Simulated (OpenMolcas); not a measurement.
## GeAs at 2.252 Å: OpenMolcas input and output

Input (each module block was a call of its own in one work directory; start orbitals came from a preliminary run):

```
&GATEWAY
Coord
2
angstrom
As 0.0 0.0 0.0
Ge 0.0 0.0 2.2520
Basis=ANO-RCC-VTZP
Group=XY
RX2C
AMFI
ANGMom
0.0 0.0 0.0
RICD
&SEWARD
&GUESSORB
* RASSCF and CASPT2 blocks for each multiplicity and irrep, as for the first:
&RASSCF
FileOrb=$CurrDir/o22.orb
Symmetry=2
Spin=2
nActEl=7 0 0
Inactive=17 12
RAS2=3 4
CIRoot=8 8 1
Linear
Iterations=120 100
OrbListing=Nothing
PRWF=0.15
>>COPY $Project.RasOrb $CurrDir/o22.orb
>>COPY $Project.rasscf.h5 $CurrDir/r22.h5
&CASPT2
XMultistate=all
Imaginary=0.2
IPEA=0.25
MaxIter=40
>>COPY $Project.JobMix JOB001
&RASSI
Nr of JobIphs=5 8 7 4 2 1
1 2 3 4 5 6 7 8
1 2 3 4 5 6 7
1 2 3 4
1 2
1
SpinOrbit
EJob
Omega
MEES
MESO
Properties=4
'AngMom' 3 'Mltpl  1' 1 'Mltpl  1' 2 'Mltpl  1' 3
Thrs=1.0d-4
>>COPY $Project.rassi.h5 $CurrDir/so.h5
```

```bash
pymolcas m.inp
```

C2 symmetry about the axis (a holds Σ, Δ, Γ; b holds Π, Φ, H; Σ⁺ and Σ⁻ are not told apart); roots by multiplicity and irrep: 2b 8, 2a 7, 4a 4, 4b 2, 6a 1.

RASSI part of the output, in excerpt:

```
SPIN-FREE ENERGIES:
  (Shifted by EMIN (a.u.) =      -4356.3228945879)
 SF State       Relative EMIN(au)   Rel lowest level(eV)    D:o, cm**(-1)      Abs_M
     1             0.0000000000        0.0000000000              0.0000         1.0
     2             0.0000000000        0.0000000000              0.0000         1.0
     9             0.0055269216        0.1503951997           1213.0191         0.0
    16             0.0688691403        1.8740247781          15115.0292         0.0
    20             0.0784988948        2.1360637467          17228.5160         1.0
    21             0.0784988948        2.1360637467          17228.5160         1.0
    17             0.0915496323        2.4911924061          20092.8218         2.0
    18             0.0917057204        2.4954397792          20127.0792         2.0
     3             0.0988061182        2.6886514467          21685.4364         1.0
     4             0.0988061182        2.6886514467          21685.4364         1.0
    10             0.0999183295        2.7189162584          21929.5385         0.0
    19             0.1089047512        2.9634492486          23901.8301         0.0
     5             0.1206325326        3.2825784393          26475.7806         3.0
     6             0.1206325326        3.2825784393          26475.7806         3.0
    11             0.1215074861        3.3063871352          26667.8107         0.0
    12             0.1269949083        3.4557075017          27872.1607         2.0
    13             0.1274460633        3.4679840547          27971.1778         2.0
    14             0.1308972351        3.5618952221          28728.6224         2.0
    15             0.1309466467        3.5632397798          28739.4670         2.0
    22             0.1371064705        3.7308571250          30091.3921         0.0
     8             0.1379258377        3.7531532442          30271.2224         1.0
     7             0.1379258377        3.7531532442          30271.2224         1.0
++ Dipole transition strengths (spin-free states):
     for osc. strength at least  1.00000000E-05
      From   To        Osc. strength     Einstein coefficients Ax, Ay, Az (sec-1)    Total A (sec-1)
         1    9       3.26374889E-04  3.20284408E+02  4.31007632E-02  0.00000000E+00  3.20327508E+02
         1    3       1.05974600E-04  0.00000000E+00  0.00000000E+00  3.32414796E+04  3.32414796E+04
         1    4       3.12890100E-04  0.00000000E+00  0.00000000E+00  9.81454973E+04  9.81454973E+04
         1   10       1.45031039E-03  4.65150036E+05  7.40280325E+01  0.00000000E+00  4.65224064E+05
         1    5       1.86683078E-05  0.00000000E+00  0.00000000E+00  8.72860272E+03  8.72860272E+03
         1   11       4.93722868E-05  3.39263327E-01  2.34203783E+04  0.00000000E+00  2.34207176E+04
         1   12       5.62143295E-04  2.83608449E+05  7.68487741E+03  0.00000000E+00  2.91293327E+05
         1   13       6.05801642E-04  5.98386316E+03  3.10166860E+05  0.00000000E+00  3.16150723E+05
         1   14       9.52709218E-04  1.45327812E+05  3.79156130E+05  0.00000000E+00  5.24483943E+05
         1   15       9.70901300E-04  3.92897871E+05  1.42004753E+05  0.00000000E+00  5.34902624E+05
         1    8       2.42642608E-03  0.00000000E+00  0.00000000E+00  1.48309582E+06  1.48309582E+06
         1    7       4.02116132E-05  0.00000000E+00  0.00000000E+00  2.45784018E+04  2.45784018E+04
         2    9       3.26374952E-04  4.31008989E-02  3.20284469E+02  0.00000000E+00  3.20327570E+02
         2    3       3.12890099E-04  0.00000000E+00  0.00000000E+00  9.81454969E+04  9.81454969E+04
         2    4       1.05974601E-04  0.00000000E+00  0.00000000E+00  3.32414797E+04  3.32414797E+04
         2   10       1.45030986E-03  7.40232883E+01  4.65149870E+05  0.00000000E+00  4.65223893E+05
         2    6       1.86682794E-05  0.00000000E+00  0.00000000E+00  8.72858946E+03  8.72858946E+03
         2   11       4.93592662E-05  2.34142025E+04  3.38512582E-01  0.00000000E+00  2.34145410E+04
         2   12       5.62141038E-04  7.68502570E+03  2.83607132E+05  0.00000000E+00  2.91292157E+05
         2   13       6.05815149E-04  3.10174235E+05  5.98353650E+03  0.00000000E+00  3.16157772E+05
         2   14       9.52707739E-04  3.79156198E+05  1.45326930E+05  0.00000000E+00  5.24483128E+05
         2   15       9.70902496E-04  1.42004553E+05  3.92898729E+05  0.00000000E+00  5.34903282E+05
         2    8       4.02116131E-05  0.00000000E+00  0.00000000E+00  2.45784018E+04  2.45784018E+04
         2    7       2.42642610E-03  0.00000000E+00  0.00000000E+00  1.48309583E+06  1.48309583E+06
         9    3       3.72780600E-05  2.66725029E+03  7.75433481E+03  0.00000000E+00  1.04215851E+04
         9    4       3.72779296E-05  7.75430491E+03  2.66724374E+03  0.00000000E+00  1.04215486E+04
         9   10       1.13979868E-03  0.00000000E+00  0.00000000E+00  3.26290148E+05  3.26290148E+05
         9    8       4.06936467E-04  2.26208405E+05  2.98723527E+03  0.00000000E+00  2.29195641E+05
         9    7       4.06936687E-04  2.98724067E+03  2.26208524E+05  0.00000000E+00  2.29195764E+05
        16   20       2.50962370E-04  7.47716892E+02  2.19130272E-02  0.00000000E+00  7.47738805E+02
        16   21       2.50962369E-04  2.19130233E-02  7.47716887E+02  0.00000000E+00  7.47738800E+02
        20   17       6.55062626E-04  3.82163842E+00  3.58096915E+03  0.00000000E+00  3.58479079E+03
        20   18       6.62897239E-04  3.71099820E+03  3.96040653E+00  0.00000000E+00  3.71495860E+03
        20   19       1.95591240E-03  1.70068695E+00  5.80981160E+04  0.00000000E+00  5.80998167E+04
        21   17       6.55062623E-04  3.58096913E+03  3.82163834E+00  0.00000000E+00  3.58479077E+03
        21   18       6.62897235E-04  3.96040625E+00  3.71099818E+03  0.00000000E+00  3.71495858E+03
        21   19       1.95591242E-03  5.80981165E+04  1.70068642E+00  0.00000000E+00  5.80998172E+04
         3   10       4.51538626E-05  4.19982995E-01  1.37466967E+00  0.00000000E+00  1.79465267E+00
         3   11       1.06191031E-03  1.34494480E+04  4.13394866E+03  0.00000000E+00  1.75833967E+04
         3   12       4.23000657E-04  4.67103450E+03  6.12849404E+03  0.00000000E+00  1.07995285E+04
         3   13       5.08294899E-04  8.18211913E+03  5.21375309E+03  0.00000000E+00  1.33958722E+04
         3   14       4.75885245E-04  1.57446599E+04  1.79474474E+00  0.00000000E+00  1.57464546E+04
         3   15       4.76769298E-04  9.98876232E-01  1.58233260E+04  0.00000000E+00  1.58243248E+04
         3    7       2.99296151E-05  0.00000000E+00  0.00000000E+00  1.47164643E+03  1.47164643E+03
         4   10       4.51537516E-05  1.37466575E+00  4.19982504E-01  0.00000000E+00  1.79464825E+00
         4   11       1.06188263E-03  4.13409334E+03  1.34488449E+04  0.00000000E+00  1.75829382E+04
         4   12       4.23012217E-04  6.12862874E+03  4.67119493E+03  0.00000000E+00  1.07998237E+04
         4   13       5.08318595E-04  5.21332905E+03  8.18316767E+03  0.00000000E+00  1.33964967E+04
         4   14       4.75884412E-04  1.79443992E+00  1.57446326E+04  0.00000000E+00  1.57464271E+04
         4   15       4.76773298E-04  1.58234601E+04  9.97440844E-01  0.00000000E+00  1.58244576E+04
         4    8       2.99296203E-05  0.00000000E+00  0.00000000E+00  1.47164668E+03  1.47164668E+03
        10    8       4.19815587E-04  1.92789458E+04  2.06405427E+02  0.00000000E+00  1.94853512E+04
        10    7       4.19814797E-04  2.06405219E+02  1.92789093E+04  0.00000000E+00  1.94853145E+04
         5   12       4.33074237E-04  5.58985859E+02  4.27795574E+00  0.00000000E+00  5.63263815E+02
         5   13       4.77217107E-04  4.99396196E+00  7.06827897E+02  0.00000000E+00  7.11821859E+02
         5   14       3.27288725E-05  4.44352200E+01  6.63634779E+01  0.00000000E+00  1.10798698E+02
         5   15       3.49958659E-05  7.67683310E+01  4.28482772E+01  0.00000000E+00  1.19616608E+02
         6   12       4.33074335E-04  4.27799846E+00  5.58985944E+02  0.00000000E+00  5.63263942E+02
         6   13       4.77218930E-04  7.06830546E+02  4.99403209E+00  0.00000000E+00  7.11824578E+02
         6   14       3.27289426E-05  6.63634860E+01  4.44354492E+01  0.00000000E+00  1.10798935E+02
         6   15       3.49957781E-05  4.28483770E+01  7.67679310E+01  0.00000000E+00  1.19616308E+02
        11    8       9.14837242E-05  7.59149093E+00  7.84752606E+02  0.00000000E+00  7.92344097E+02
        11    7       9.14824309E-05  7.84741436E+02  7.59146003E+00  0.00000000E+00  7.92332896E+02
        12   14       5.73748819E-05  0.00000000E+00  0.00000000E+00  2.80724263E+01  2.80724263E+01
        12   15       8.17656887E-05  0.00000000E+00  0.00000000E+00  4.10259212E+01  4.10259212E+01
        12    8       5.78995611E-05  2.17051297E+02  5.22867564E+00  0.00000000E+00  2.22279973E+02
        12    7       5.79000024E-05  5.22907312E+00  2.17052594E+02  0.00000000E+00  2.22281667E+02
        13   14       7.54363751E-05  0.00000000E+00  0.00000000E+00  2.88685413E+01  2.88685413E+01
        13   15       5.21794583E-05  0.00000000E+00  0.00000000E+00  2.05442972E+01  2.05442972E+01
 Electric-quadrupole - electric-quadrupole not included
 Electric-dipole - electric-octupole not included
 Electric-dipole - magnetic-quadrupole not included
   Eigenvalues of complex Hamiltonian:
  (Shifted by EMIN (a.u.) =      -4356.3228945879)
 SO State       Relative EMIN(au)   Rel lowest level(eV)    D:o, cm**(-1)      Omega
     1            -0.0024030507        0.0000000000              0.0000         1.5
     2            -0.0024030507        0.0000000000              0.0000         1.5
     3             0.0017126791        0.1119947116            903.2983         0.5
     4             0.0017126791        0.1119947116            903.2983         0.5
     5             0.0057174759        0.2209707840           1782.2496         0.5
     6             0.0057174759        0.2209707840           1782.2496         0.5
     7             0.0683816103        1.9261487502          15535.4374         1.5
     8             0.0683816103        1.9261487502          15535.4374         1.5
     9             0.0687742358        1.9368326350          15621.6087         0.5
    10             0.0687742358        1.9368326350          15621.6087         0.5
    11             0.0762811311        2.1411056615          17269.1818         0.5
    12             0.0762811311        2.1411056615          17269.1818         0.5
    13             0.0772476505        2.1674059943          17481.3083         0.5
    14             0.0772476505        2.1674059943          17481.3083         0.5
    15             0.0786471948        2.2054895353          17788.4728         1.5
    16             0.0786471948        2.2054895353          17788.4728         1.5
    17             0.0804502636        2.2545535356          18184.2006         2.5
    18             0.0804502636        2.2545535356          18184.2006         2.5
    19             0.0912387621        2.5481235368          20552.0023         2.2
    20             0.0912387621        2.5481235368          20552.0023         2.2
    21             0.0914011589        2.5525425777          20587.6443         2.0
    22             0.0914011589        2.5525425777          20587.6443         2.0
    23             0.0915901492        2.5576852666          20629.1229         2.9
    24             0.0915901492        2.5576852666          20629.1229         2.9
    25             0.0917606512        2.5623248608          20666.5437         2.0
    26             0.0917606512        2.5623248608          20666.5437         2.0
    27             0.0987180813        2.7516461796          22193.5232         1.5
    28             0.0987180813        2.7516461796          22193.5232         1.5
    29             0.0989065203        2.7567738662          22234.8807         0.5
    30             0.0989065203        2.7567738662          22234.8807         0.5
    31             0.0998227496        2.7817057364          22435.9698         0.5
    32             0.0998227496        2.7817057364          22435.9698         0.5
    33             0.1094323308        3.0431957606          24545.0291         0.5
    34             0.1094323308        3.0431957606          24545.0291         0.5
    35             0.1094753136        3.0443653828          24554.4628         1.5
    36             0.1094753136        3.0443653828          24554.4628         1.5
    37             0.1182679084        3.2836240759          26484.2143         2.5
    38             0.1182679084        3.2836240759          26484.2143         2.5
    39             0.1215353534        3.3725357847          27201.3356         0.6
    40             0.1215353534        3.3725357847          27201.3356         0.6
    41             0.1229046687        3.4097967512          27501.8655         3.5
    42             0.1229046687        3.4097967512          27501.8655         3.5
    43             0.1247873364        3.4610267501          27915.0633         1.5
    44             0.1247873364        3.4610267501          27915.0633         1.5
    45             0.1286053051        3.5649189711          28753.0106         2.5
    46             0.1286053051        3.5649189711          28753.0106         2.5
    47             0.1301851036        3.6079074783          29099.7363         2.5
    48             0.1301851036        3.6079074783          29099.7363         2.5
    49             0.1337240368        3.7042067567          29876.4423         1.5
    50             0.1337240368        3.7042067567          29876.4423         1.5
    51             0.1365762653        3.7818198484          30502.4342         0.7
    52             0.1365762653        3.7818198484          30502.4342         0.7
    53             0.1371904402        3.7985323962          30637.2299         0.5
...
```

Only roots inside an energy window near the equilibrium distance were included, so the list of states is not complete; labels number the states computed. Each spin and symmetry block has orbitals of its own, averaged over its own roots, so gaps between blocks are less sure than gaps within one and near the minimum can be off by tenths of an eV, in bad cases by more. No Rydberg orbitals are active, so Rydberg states, and σ→σ* states whose orbital the CASSCF left unused, can be missing between those listed. CASPT2 splits the two components of degenerate states numerically, here by up to 99 cm⁻¹. No roots were computed in block 6b (none fell in the window or the block failed), so states of that kind are missing and can lie low or lowest.
